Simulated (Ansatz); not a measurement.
V(NH)F3 (VNF3H). Total charge 0; singlet. Geometry PBE-D4/def2-SVP, basis def2-TZVP, Ansatz.

```tsv
run	HOMO (eV)	LUMO (eV)
A	-9.82	-3.46
B	-12.40	-1.04
C	-9.56	-3.41
D	-7.92	-4.26
E	-8.29	-4.33
F	-11.95	-1.09
```

LC-ωPBE has ω = 0.4 bohr⁻¹.

Problem. The runs used LC-ωPBE, PBE, PBE0, r2SCAN, r2SCAN0, ωB97M-V. Estimate which is which.

Solution. A r2SCAN0 (25 % exact exchange); B LC-ωPBE (range-separated); C PBE0 (25 % exact exchange); D PBE (0 % exact exchange); E r2SCAN (0 % exact exchange); F ωB97M-V (range-separated). Exact exchange lowers occupied and raises empty levels; among semilocal functionals meta-GGAs tend to open the gap a little, and such runs are hard to tell apart. The gap grows from 3.66 eV (PBE) to 11.36 eV (LC-ωPBE). The restricted singlet is unstable towards broken spin symmetry in Hartree–Fock (as tested in another run); at r2SCAN0-D4/def2-TZVP, LC-ωPBE/def2-TZVP, PBE0-D4/def2-TZVP, r2SCAN-D4/def2-TZVP and others this wasn't settled.
